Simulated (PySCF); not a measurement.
C3H12BN.
Structure used (PBE0-D3(BJ)/def2-SVP), in Å, numbered top down from 1:
```
atom  x, y, z in Å
B1     1.9649   -0.8906    0.1250
N2     0.7789    0.1324    0.5705
C3    -0.3626    0.3158   -0.3595
C4    -1.2024   -0.9461   -0.4130
C5    -1.1738    1.5422    0.0258
H6     1.4911   -2.0184    0.0907
H7     2.8217   -0.7751    0.9950
H8     2.3420   -0.4927   -0.9729
H9     1.2281    1.0371    0.7218
H10    0.4275   -0.1552    1.4874
H11    0.1032    0.4750   -1.3451
H12   -0.5900   -1.8124   -0.6939
H13   -2.0095   -0.8288   -1.1499
H14   -1.6692   -1.1516    0.5653
H15   -1.9868    1.7079   -0.6956
H16   -0.5538    2.4529    0.0407
H17   -1.6333    1.4210    1.0210
```

A calculation gives these core lines: B 1s: 193.53 eV; C 1s: 291.07 (area 2), 292.28 (area 1) eV; N 1s: 407.15 eV.

Computed with delta-SCF UKS SCAN, pcX-2 on the ionised atom, pcseg-1 elsewhere, spin-free X2C in PySCF. Isolated species at its PBE0-D3(BJ)/def2-SVP geometry (one conformer only).

Assign the C 1s lines to atoms.

291.07 eV: C4/C5 (methyl carbon); 292.28 eV: C3 (sp3 carbon bound to nitrogen). Lowest listed C 1s: C4/C5, bonded to C and 3 H. Highest, 1.21 eV above it: C3, bonded to N, 2 C and H. Summing the Pauling electronegativity differences to the bonded atoms, each weighted by its formal bond order, gives -1.05 for the lowest site and +0.14 for the highest.

Bonded neighbours of each site: B1: N and 3 H; N2: C, 2 H and B; C3: N, 2 C and H; C4/C5: C and 3 H.

Express the binding energy of B 1s of B1 in atomic units and per mole.

193.53 eV = 7.1121 Eh = 18673 kJ/mol.

Topologically equivalent atoms share the value of their first member; where this conformer doesn't relate them by symmetry, their own values could differ.

The run took 39 s wall on Arm Neoverse V2, one thread, shared host, and the process peaked at 0.57 GiB of memory.
